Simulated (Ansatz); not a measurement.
Trimethyl borate at its PBE0-D4/def2-TZVP geometry, where that method's forces vanish. Total charge 0; spin multiplicity 1.

```xyz
16

C     0.5769   -1.9163   -1.3332
O     0.0328   -0.6192   -1.2133
B     0.0003    0.0001   -0.0001
O     0.4937   -0.6324    1.1012
C     0.4613    0.0056    2.3601
O    -0.5259    1.2520    0.1118
C    -1.0383    1.9107   -1.0268
H     1.6287   -1.9342   -1.0354
H     0.0320   -2.6339   -0.7140
H     0.4960   -2.2122   -2.3796
H     1.0327    0.9375    2.3472
H     0.9043   -0.6761    3.0866
H    -0.5641    0.2352    2.6620
H    -1.4046    2.8862   -0.7062
H    -1.8615    1.3472   -1.4741
H    -0.2643    2.0498   -1.7863
```

**Question.** What forces (eV/Å) does ωB97M-V/def2-TZVPP give on these atoms in Ansatz 0.2.0? (Estimate.)

**Answer.** The calculation gave: 
```
C1   0.131 -0.313 -0.033
O2  -0.099  0.162 -0.144
B3  -0.001  0.002  0.001
O4   0.074 -0.209 -0.089
C5  -0.007  0.151  0.304
O6   0.026  0.045  0.232
C7  -0.124  0.161 -0.271
H8  -0.093  0.006 -0.023
H9   0.046  0.067 -0.051
H10  0.010  0.021  0.096
H11 -0.050 -0.080 -0.005
H12 -0.040  0.065 -0.059
H13  0.087 -0.020 -0.032
H14  0.031 -0.085 -0.035
H15  0.073  0.043  0.041
H16 -0.063 -0.017  0.068
```
